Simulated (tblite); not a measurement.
C7H11FO.
SMILES with atom numbers: `[CH3:1]/[CH:2]=[C:3](\[C:4](=[O:5])[F:6])[CH:7]([CH3:8])[CH3:9]` (hydrogens: H10, H11, H12 on C1; H13 on C2; H14 on C7; H15, H16, H17 on C8; H18, H19, H20 on C9)

Computed geometry: GFN2-xTB, gas phase.

**Question.** List the bond lengths, angles and torsions at this level.

**Answer.** 
```tsv
bond	length (Å)	order
C1–C2	1.485	single
C2=C3	1.344	double
C3–C4	1.459	single
C4=O5	1.188	double
C4–F6	1.376	single
C3–C7	1.514	single
C7–C8, C7–C9	1.530	single
C1–H10, C1–H11, C1–H12	1.089	single
C2–H13	1.080	single
C7–H14	1.095	single
C8–H15 and 5 like bonds	1.087	single
```

Bonds in one row agree within 0.01 Å and their mean is given. Orders are formal, as drawn. A selection of angles:
```tsv
angle	degrees
C1–C2–C3	126.5
C2–C3–C4	119.1
C2–C3–C7	124.0
C4–C3–C7	116.9
C3–C4–O5	130.2
C3–C4–F6	112.5
O5–C4–F6	117.3
C3–C7–C8	108.9
C3–C7–C9	113.8
C8–C7–C9	110.3
```

Torsions: C1–C2–C3–C4 -1° (synperiplanar); C2–C3–C4–O5 -7° (synperiplanar); C2–C3–C7–C8 103° (anticlinal). The mirror-image conformer, all signs reversed, is as good.

The C–C distances run from 1.344 Å (C2=C3, drawn double) to 1.533 Å (C7–C8, drawn single), a spread of 0.189 Å. Of the pairs four or more bonds apart, O5···H11 is among the closest relative to their van der Waals radii: 2.35 Å, 86 % of the sum of Bondi's values.

Point group: C1 (no symmetry element, even within 0.4 Å). Its GFN2-xTB frequencies are all real (lowest 16 cm⁻¹). The numbers are those of one conformer. 3 starts were optimised and ended at 0.00, 0.77 and 1.00 kcal/mol (GFN2-xTB); the lowest of these is shown.
